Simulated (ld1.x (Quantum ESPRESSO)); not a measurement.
**Ge: variants of one ultrasoft potential**

Base potential:

* Element: germanium (Ge)
* Generator: ld1.x (Quantum ESPRESSO) 7.5
* Type: ultrasoft
* Functional: LDA (PZ)
* Relativity: scalar-relativistic
* Frozen core: [Ar] 3d10
* Valence charge: 4
* Reference configuration: 4s1.75 4p2.25
* Partial waves: 4s (bound): rcut 1.70, rcutus 1.85 bohr; 4s channel at -0.6 Ry: rcut 1.70, rcutus 1.85 bohr; 4p (bound): rcut 1.50, rcutus 1.95 bohr; 4p channel at 0.35 Ry: rcut 1.50, rcutus 1.95 bohr; 4d channel at 0.1 Ry: rcut 1.60, rcutus 1.75 bohr
* Local potential: all-electron potential smoothed inside 1.65 bohr (lloc = -1)
* Core correction: none
* Augmentation charge: PSQ, radius 1.30 bohr

All-electron outer shells of the reference configuration (LDA (PZ), scalar-relativistic, ld1.x):

```
shell  level (eV)  outermost node (bohr)  outermost maximum (bohr)
   3p     -115.83                   0.23                      0.54
   3d      -30.00                      –                      0.50
   4s      -12.20                   0.77                      1.73
   4p       -4.23                   0.82                      2.19
```

Cutoffs, loose and tight: the cutoffs (Ry, on a coarse ladder) from which the occupation-weighted sum of valence levels, in a spherical-Bessel basis at the reference potential, stays within 10 and 1 mRy of its value at 400 Ry. They do not see the model core or the augmentation charge, which bear on the density cutoff. Test errors are all-electron minus pseudo excitation energies from the reference, over the configurations 4s2 4p2; 4s2 4p1; 4s2 4p0; 4s2 4p2.3; 4s1 4p0; 4s0 4p4; 4s1 4p3 (two spin-polarised tests are not counted in the largest error). A dash means not determined; rows that change the core or the reference have their own tests.

A true bound ghost makes a file unfit for plane-wave use even where its test errors are small: the radial tests pick states by their node count and pass the ghost by.

| change | outcome | cutoff, loose | cutoff, tight | bound ghosts | largest test error (meV) |
| --- | --- | --- | --- | --- | --- |
| base | generated | 8 Ry | 12 Ry | none | +203 |
| core [Ar], valence charge 14; reference 3d10 4s2 4p0; waves now 4s (bound): rcut 1.75, rcutus 1.90 bohr; 4s channel at -0.6 Ry: rcut 1.75, rcutus 1.90 bohr; 4p (bound): rcut 1.70, rcutus 1.80 bohr; 4p channel at 0.35 Ry: rcut 1.70, rcutus 1.80 bohr; 3d (bound): rcut 1.20, rcutus 1.45 bohr; 3d channel at 1.15 Ry: rcut 1.20, rcutus 1.45 bohr; 4f channel at 0.15 Ry: rcut 1.20, rcutus 1.50 bohr; 4f channel at 1.7 Ry: rcut 1.20, rcutus 1.50 bohr; local potential all-electron potential smoothed inside 1.85 bohr (lloc = -1); augmentation PSQ, radius 1.10 bohr | generated | 55 Ry | 100 Ry | none | -55 |
| type TM; waves now 4p (bound): rc 1.95 bohr; 4d channel at 0.1 Ry: rc 1.75 bohr; 4s (bound): rc 1.85 bohr; local potential the s channel | generated | 25 Ry | 40 Ry | d | +253 |
| local potential all-electron potential smoothed inside 1.40 bohr (lloc = -1) | generated | 8 Ry | 12 Ry | none | +203 |
| wave 4d channel at 0.1 Ry: rcut 1.60, rcutus 1.75 bohr becomes 4d channel at 0.1 Ry: rcut 1.60, rcutus 2.34 bohr | generated | 8 Ry | 12 Ry | none | +203 |
| fully relativistic | generated | 8 Ry | 12 Ry | none | +209 |

What comes out with this change to the base: functional PBEsol?

outcome: generated; cutoff, loose: 8 Ry; cutoff, tight: 12 Ry; bound ghosts: none; largest test error (meV): -47.

What comes out with this change to the base: core correction a·sin(br)/r model core inside 1.46 bohr?

outcome: generated; cutoff, loose: 8 Ry; cutoff, tight: 12 Ry; bound ghosts: none; largest test error (meV): -277.
